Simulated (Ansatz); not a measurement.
Start from `[SiH3]BN[SiH3]` and change one atom or group to get `[SiH3]NB[SeH]`.

Ansatz, PBE0-D4/def2-TZVP geometries, multiplicity 1. Each molecule was computed in one conformer, which needn't be the lowest.

Scalar relativity is left out up to krypton.

| property | `[SiH3]BN[SiH3]` |
| --- | --- |
| HOMO–LUMO gap (B3LYP/def2-TZVPP) / eV | 6.53 |
| HOMO energy (PBE/def2-TZVPP) / eV | -6.66 |
| LUMO energy (PBE/def2-TZVPP) / eV | -1.92 |
| HOMO energy (ωB97M-V/def2-TZVPP) / eV | -10.05 |
| LUMO energy (PBE0/def2-TZVPP) / eV | -1.00 |
| HOMO–LUMO gap (PBE/def2-TZVPP) / eV | 4.74 |

Q: What does the change do to each property? (Estimate.)

A: Computed: 
```json
{"property": "HOMO–LUMO gap (B3LYP/def2-TZVPP) / eV", "`[SiH3]NB[SeH]`": "6.56", "shift": "0.03"}
{"property": "HOMO energy (PBE/def2-TZVPP) / eV", "`[SiH3]NB[SeH]`": "-5.91", "shift": "0.75"}
{"property": "LUMO energy (PBE/def2-TZVPP) / eV", "`[SiH3]NB[SeH]`": "-0.97", "shift": "0.95"}
{"property": "HOMO energy (ωB97M-V/def2-TZVPP) / eV", "`[SiH3]NB[SeH]`": "-9.15", "shift": "0.90"}
{"property": "LUMO energy (PBE0/def2-TZVPP) / eV", "`[SiH3]NB[SeH]`": "-0.04", "shift": "0.96"}
{"property": "HOMO–LUMO gap (PBE/def2-TZVPP) / eV", "`[SiH3]NB[SeH]`": "4.94", "shift": "0.20"}
```

With PBE0 the HOMO rises by 0.86 eV and the LUMO rises by 0.96 eV, so the gap widens by about 0.10 eV. PBE moves the HOMO by 0.75 eV and ωB97M-V by 0.90 eV.

B3LYP here is the variant with VWN-RPA as its local correlation; programs differ in this.

Spin–orbit coupling is left out; it splits and shifts lone-pair levels of the heavy atoms by tenths of an eV.
